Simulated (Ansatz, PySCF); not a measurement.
Gas-phase reaction in SMILES: C[N](C)[GeH3] [N-germyl-N-methylmethanamine] + 3 [H][H] (H2) → 2 C (CH4) + [GeH4] (GeH4) + N (NH3)
Each molecule is optimised on its own at B3LYP-D3(BJ)/def2-TZVP (Ansatz, an electronic-structure program). Frequencies are from Ansatz or PySCF.
Geometry of the first species:
```xyz
13

C     -1.9318    -0.4455    -0.1103
N     -0.7558     0.1895     0.4568
C     -0.9414     1.6131     0.6741
Ge     0.8845    -0.3433    -0.2158
H     -2.2126    -0.0458    -1.0986
H     -1.7721    -1.5201    -0.2138
H     -2.7895    -0.3004     0.5556
H     -0.0567     2.0453     1.1448
H     -1.7894     1.7782     1.3477
H     -1.1439     2.1754    -0.2522
H      0.9189    -1.8787    -0.1508
H      1.9632     0.2918     0.6763
H      1.1072     0.1089    -1.6837
```
Charge 0, spin multiplicity 1.

Quantity: energy of full hydrogenation (enthalpy at 298 K, with B3LYP-D3(BJ) rigid-rotor harmonic-oscillator terms), in kcal/mol. Valence correlation only, unless marked. No spin-orbit coupling. Frozen are the shells of the preceding noble gas and the d and f shells that filled before the atom's block. Non-relativistic. CBS marks a two-point X^-3 extrapolation of the correlation energy; Hartree-Fock from the larger set.

| level | program | energy of full hydrogenation (kcal/mol) |
|---|---|---|
| revPBE-D3(BJ)/def2-TZVPD | Ansatz + dftd3 | -41.2 |
| LC-wPBE-D4/def2-TZVPD | Ansatz + dftd4 | -44.0 |
| SCS-MP2/STO-3G | Ansatz | -21.8 |
| SCS-MP2/6-31G | Ansatz | -36.4 |
| SCS-MP2/cc-pVDZ | Ansatz | -42.6 |
| CCSD(T)/6-31G* | Ansatz | -33.4 |
| CCSD(T)/CBS(cc-pVTZ,cc-pVQZ) | Ansatz | -43.8 |
